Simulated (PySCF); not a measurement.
propyne (C3H4), singlet, geometry from GFN2-xTB; B3LYP/STO-3G (PySCF).

PySCF was given this input:
```python
from pyscf import gto, scf, dft

mol = gto.Mole()
mol.atom = '''
    C     0.002516   -0.004274    0.213843
    C    -0.010288   -0.013517    1.409876
    C     0.009017    0.011792   -1.231568
    H    -0.034810   -0.014362    2.458140
    H    -0.015690    1.040633   -1.590244
    H     0.908339   -0.473778   -1.609429
    H    -0.865304   -0.516494   -1.611373
'''
mol.basis = 'sto-3g'
mol.charge = 0
mol.spin = 0
mol.verbose = 4
mol.build()

mf = dft.RKS(mol)
mf.xc = 'b3lyp'
mf.grids.radi_method = dft.radi.gauss_chebyshev
mf.kernel()
mf.analyze()
```

The log (banner, timings and long lists left out):

```
PySCF version 2.14.0

[INPUT] verbose = 4
[INPUT] num. atoms = 7
[INPUT] num. electrons = 22
[INPUT] charge = 0
[INPUT] spin (= nelec alpha-beta = 2S) = 0
[INPUT] symmetry False subgroup None
[INPUT] Mole.unit = angstrom
[INPUT] Symbol           X                Y                Z      unit          X                Y                Z       unit  Magmom
[INPUT]  1 C      0.002516000000  -0.004274000000   0.213843000000 AA    0.004754550929  -0.008076689456   0.404104703655 Bohr   0.0
[INPUT]  2 C     -0.010288000000  -0.013517000000   1.409876000000 AA   -0.019441502370  -0.025543428026   2.664279509597 Bohr   0.0
[INPUT]  3 C      0.009017000000   0.011792000000  -1.231568000000 AA    0.017039660465   0.022283650461  -2.327326223778 Bohr   0.0
[INPUT]  4 H     -0.034810000000  -0.014362000000   2.458140000000 AA   -0.065781366396  -0.027140246601   4.645211375838 Bohr   0.0
[INPUT]  5 H     -0.015690000000   1.040633000000  -1.590244000000 AA   -0.029649802894   1.966511366185  -3.005125631233 Bohr   0.0
[INPUT]  6 H      0.908339000000  -0.473778000000  -1.609429000000 AA    1.716511938261  -0.895310663844  -3.041380026933 Bohr   0.0
[INPUT]  7 H     -0.865304000000  -0.516494000000  -1.611373000000 AA   -1.635187574491  -0.976032204981  -3.045053654519 Bohr   0.0

nuclear repulsion = 59.1922176996264
number of shells = 13
number of NR pGTOs = 57
number of NR cGTOs = 19
basis = sto-3g
ecp = {}

******** <class 'pyscf.dft.rks.RKS'> ********
method = RKS
initial guess = minao
damping factor = 0
level_shift factor = 0
DIIS = <class 'pyscf.scf.diis.CDIIS'>
diis_start_cycle = 1
diis_space = 8
diis_damp = 0
SCF conv_tol = 1e-09
SCF conv_tol_grad = None
SCF max_cycles = 50
direct_scf = True
direct_scf_tol = 1e-13
XC library pyscf.dft.libxc version 7.1.2
    S. Lehtola, C. Steigemann, M. J. T. Oliveira, and M. A. L. Marques,  SoftwareX 7, 1–5 (2018)
XC functionals = b3lyp
    P. J. Stephens, F. J. Devlin, C. F. Chabalowski, and M. J. Frisch,  J. Phys. Chem. 98, 11623 (1994)
radial grids: Gauss-Chebyshev [JCP 108, 3226 (1998); DOI:10.1063/1.475719) radial grids
becke partition: Becke, JCP 88, 2547 (1988); DOI:10.1063/1.454033
pruning grids: <function nwchem_prune>
grids dens level: 3
symmetrized grids: False
atomic radii adjust function: <function treutler_atomic_radii_adjust>
small_rho_cutoff = 0
Set gradient conv threshold to 3.16228e-05
Initial guess from minao.
tot grids = 79320
init E= -115.518140311985
  HOMO = -0.266441043505214  LUMO = 0.0855933789835984  gap/eV = 9.57934
cycle= 1 E= -115.205693000138  delta_E= 0.312  |g|= 0.142  |ddm|= 3.48
  HOMO = -0.183185182842883  LUMO = 0.209847029933319  gap/eV = 10.69495
cycle= 2 E= -115.207503458958  delta_E= -0.00181  |g|= 0.15  |ddm|= 0.398
  HOMO = -0.201826357716808  LUMO = 0.192941088158023  gap/eV = 10.74217
cycle= 3 E= -115.211493512074  delta_E= -0.00399  |g|= 0.0952  |ddm|= 0.237
  HOMO = -0.210546133545644  LUMO = 0.183801613265598  gap/eV = 10.73075
cycle= 4 E= -115.213990487289  delta_E= -0.0025  |g|= 0.00322  |ddm|= 0.0959
  HOMO = -0.209702330613952  LUMO = 0.184823995673062  gap/eV = 10.73561
cycle= 5 E= -115.213993567933  delta_E= -3.08e-06  |g|= 0.00105  |ddm|= 0.00504
  HOMO = -0.209638650525202  LUMO = 0.184883670374908  gap/eV = 10.73550
cycle= 6 E= -115.213993898681  delta_E= -3.31e-07  |g|= 4.03e-05  |ddm|= 0.00138
  HOMO = -0.209641100189592  LUMO = 0.184881207397259  gap/eV = 10.73550
cycle= 7 E= -115.21399389917  delta_E= -4.88e-10  |g|= 7.96e-07  |ddm|= 5.33e-05
  HOMO = -0.209640745744166  LUMO = 0.184881592315865  gap/eV = 10.73550
Extra cycle  E= -115.21399389917  delta_E= -1.99e-13  |g|= 2.39e-07  |ddm|= 1.81e-06
converged SCF energy = -115.21399389917
**** SCF Summaries ****
Total Energy =                        -115.213993899169793
Nuclear Repulsion Energy =              59.192217699626354
One-electron Energy =                 -271.501848429119491
Two-electron Energy =                   97.095636830323343
Two-electron Coulomb Energy =          114.843970182456175
DFT Exchange-Correlation Energy =      -17.748333352132828
HOMO-LUMO gap [eV] =                    10.735499634464446
**** MO energy ****
MO #1   energy= -10.0469036620839  occ= 2
MO #2   energy= -9.97497381132402  occ= 2
MO #3   energy= -9.95474107921023  occ= 2
MO #4   energy= -0.740079036426173 occ= 2
MO #5   energy= -0.655335508321778 occ= 2
MO #6   energy= -0.489602154160604 occ= 2
MO #7   energy= -0.406076129598687 occ= 2
MO #8   energy= -0.405449782544374 occ= 2
MO #9   energy= -0.405352819838148 occ= 2
MO #10  energy= -0.209728186188765 occ= 2
MO #11  energy= -0.209640745744166 occ= 2
MO #12  energy= 0.184881592315865  occ= 0
MO #13  energy= 0.185112554303169  occ= 0
MO #14  energy= 0.348481396443553  occ= 0
MO #15  energy= 0.456797674120733  occ= 0
MO #16  energy= 0.461181604109204  occ= 0
MO #17  energy= 0.461745209292072  occ= 0
MO #18  energy= 0.503678999708638  occ= 0
MO #19  energy= 1.14661611607701   occ= 0
 ** Mulliken pop on meta-lowdin orthogonal AOs  **
 ** Mulliken pop  **
pop of  0 C 1s            1.99976
pop of  0 C 2s            1.02739
pop of  0 C 2px           0.99431
pop of  0 C 2py           0.99414
pop of  0 C 2pz           1.01487
pop of  1 C 1s            1.99975
pop of  1 C 2s            1.03398
pop of  1 C 2px           1.02477
pop of  1 C 2py           1.02508
pop of  1 C 2pz           1.04371
pop of  2 C 1s            1.99955
pop of  2 C 2s            0.99958
pop of  2 C 2px           1.06908
pop of  2 C 2py           1.06904
pop of  2 C 2pz           0.99909
pop of  3 H 1s            0.91766
pop of  4 H 1s            0.92937
pop of  5 H 1s            0.92952
pop of  6 H 1s            0.92937
 ** Mulliken atomic charges  **
charge of    0C =     -0.03048
charge of    1C =     -0.12729
charge of    2C =     -0.13633
charge of    3H =      0.08234
charge of    4H =      0.07063
charge of    5H =      0.07048
charge of    6H =      0.07063
Dipole moment(X, Y, Z, Debye): -0.01003,  0.01348, -0.58996
```
